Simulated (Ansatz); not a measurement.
A nudged elastic band was laid between two geometries of AlBrCl₂H₂O (7 atoms, charge 0, multiplicity 1).

Computed with Ansatz, RKS PBE/def2-SVP.

```json
{"movable images": "5", "climbing image": "yes", "spring": "5.0 eV/Å²", "optimiser": "quadratic models (default)", "start path": "through a guess of the saddle point", "force threshold": "0.03 eV/Å", "iteration limit": "60", "end points": "relaxed"}
```

Image 0:

```xyz
7
Properties=species:S:1:pos:R:3
Al -0.145 -0.032 0.036
Cl -0.065 -0.545 2.134
O 1.244 -0.228 -0.941
H 2.127 -0.403 -0.578
Cl -2.021 -0.135 -0.913
Br -0.106 2.614 0.795
H -0.113 1.774 1.994
```

Image 6:

```xyz
7
Properties=species:S:1:pos:R:3
Al -0.034 0.499 -0.119
Cl -0.176 -0.161 2.351
O 1.538 0.015 -0.592
H 1.701 -0.808 -1.079
Cl -1.784 -0.391 -0.907
Br -0.142 2.711 0.567
H -0.182 1.179 2.307
```

**Question.** What changes between the two ends?

**Answer.** Bonds broken: Br6–H7. Bonds formed: Cl2–H7.

**Question.** Give the energies along the band, and the barrier.

**Answer.** It converged. The highest image is number 4 of 0 to 6, 0.031 eV above the first end and 0.069 eV above the last; the last end lies 0.038 eV below the first. The profile has 2 maxima (images 1, 4) with wells between them (image 3): this band takes more than one step, which may be the mechanism or a detour left from its start path. A structure lower than the first end lies on the path between it and the top, so the climb from that side starts below the end, which may itself be a saddle point or a shallow side well. A vibrational analysis at the climbing image gives one clearly imaginary mode, 221i cm⁻¹: a first-order saddle point. The orbitals stay closed-shell, which can raise the energy where a bond breaks towards radicals; this wasn't checked here.

```
image  path coordinate (Å)  energy (eV)  Br6–H7 (Å)  Cl2–H7 (Å)
    0                 0.00        0.000        1.46        2.32
    1                 0.55        0.030        1.47        2.32
    2                 1.09        0.021        1.47        2.26
    3                 1.64       -0.016        1.47        2.25
    4                 2.18        0.031        1.69        1.63
    5                 2.62       -0.017        2.10        1.38
    6                 3.06       -0.038        2.32        1.34
```

**Question.** What is the geometry of the highest image?

**Answer.** 
```xyz
7
Properties=species:S:1:pos:R:3:forces:R:3
Al -0.045 0.193 0.107 0.00 0.00 0.00
Cl -0.181 -0.130 2.359 0.00 0.00 0.00
O 1.522 -0.274 -0.393 0.00 0.00 0.00
H 1.741 -0.463 -1.319 0.00 0.00 0.00
Cl -1.812 -0.337 -0.923 0.00 0.00 0.00
Br -0.129 2.604 0.727 0.00 0.00 0.00
H -0.176 1.452 1.968 0.00 0.00 0.00
```

Run time: 2.1 min on 2 threads of AMD EPYC 9R45 96-Core Processor (Zen 5) (shared host), peak memory 0.18 GiB.
